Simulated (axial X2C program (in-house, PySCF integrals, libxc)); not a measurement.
Outer orbitals of NaIn at 3.238 Å, PBE50

Calculated with an axial X2C code built on PySCF integrals. Spin-free means the one-electron spin-free X2C Hamiltonian; two-component (2c) means X2C with spin–orbit coupling and atomic mean-field two-electron Coulomb and Gaunt terms, so the difference of the two also holds small scalar two-electron terms. Basis: In dyall-cv3z [11s12p9d4f1g], Na dyall-cv3z [9s8p5d2f] (cores contracted in-house); Gaussian nuclei, density fitting, unrestricted open shells. Masses: In 114.904 u, Na 22.990 u.

The distance is close to the 2c PBE0 minimum; the highest filled and lowest empty levels are listed.

Spin-free orbitals, state M_S = 0, Λ = 0 (closed shell) (Löwdin shares):

```
symmetry  occupied  ε (eV)              atomic character
     π+α       yes  -34.81                     100% Na p
     π-α       yes  -34.81                     100% Na p
      σα       yes  -34.78                     100% Na p
     δ-α       yes  -23.26                     100% In d
     δ+α       yes  -23.26                     100% In d
     π+α       yes  -23.02                     100% In d
     π-α       yes  -23.02                     100% In d
      σα       yes  -22.95                     100% In d
      σα       yes   -9.65    81% In s, 9% Na p, 6% Na s
      σα       yes   -4.03   60% In p, 35% Na s, 3% In s
     π+α        no   -1.03   76% In p, 20% Na p, 3% Na d
     π-α        no   -1.03   76% In p, 20% Na p, 3% Na d
      σα        no   -0.72  48% Na s, 30% Na p, 19% In p
     π+α        no    0.35   79% Na p, 16% In p, 4% Na d
     π-α        no    0.35   79% Na p, 16% In p, 4% Na d
```

One partner of each degenerate Kramers or spin pair is listed.

Spinors with spin–orbit coupling (state Ω = 0):

```csv
ω,occupied,ε (eV),atomic character,λ mixture
1/2,yes,-35.00,100% Na p,"72% π, 28% σ"
3/2,yes,-34.84,100% Na p,100% π
1/2,yes,-34.82,100% Na p,"72% σ, 28% π"
3/2,yes,-23.65,100% In d,"86% δ, 14% π"
1/2,yes,-23.44,100% In d,"63% π, 37% σ"
5/2,yes,-22.82,100% In d,100% δ
3/2,yes,-22.63,100% In d,"86% π, 14% δ"
1/2,yes,-22.54,100% In d,"63% σ, 37% π"
1/2,yes,-9.59,"81% In s, 9% Na p, 6% Na s",100% σ
1/2,yes,-4.05,"60% In p, 34% Na s, 3% In s","96% σ, 4% π"
1/2,no,-1.11,"66% In p, 19% Na p, 11% Na s","85% π, 15% σ"
3/2,no,-0.94,"73% In p, 23% Na p, 3% Na d",100% π
1/2,no,-0.67,"38% Na s, 31% Na p, 28% In p","88% σ, 12% π"
1/2,no,0.34,"79% Na p, 16% In p, 4% Na d","99% π, 1% σ"
```

One partner of each degenerate Kramers or spin pair is listed.

**Question.** How does the gap between the highest filled and lowest empty level change from the spin-free to the 2c table?

**Answer.** From 3.00 to 2.94 eV at PBE50, a change of -0.06 eV.

Mulliken charges and populations of the two-component result (they depend on the basis, above all on diffuse functions):

In -0.09 e (s 9.94 p 19.14 d 20.01), Na 0.09 e (s 4.84 p 6.06 d 0.01).

The state is one determinant whose occupation by symmetry is held fixed; it was picked as the lowest of a PBE0 search that is not exhaustive. Other states lie close and PBE0, whose exact exchange favours high spin, may order them wrongly; the determinant shown need not be the ground state. The nearest other spin-free determinant of the search, M_S = 1, Λ = 1, lies 0.26 eV up at the distance of the search.
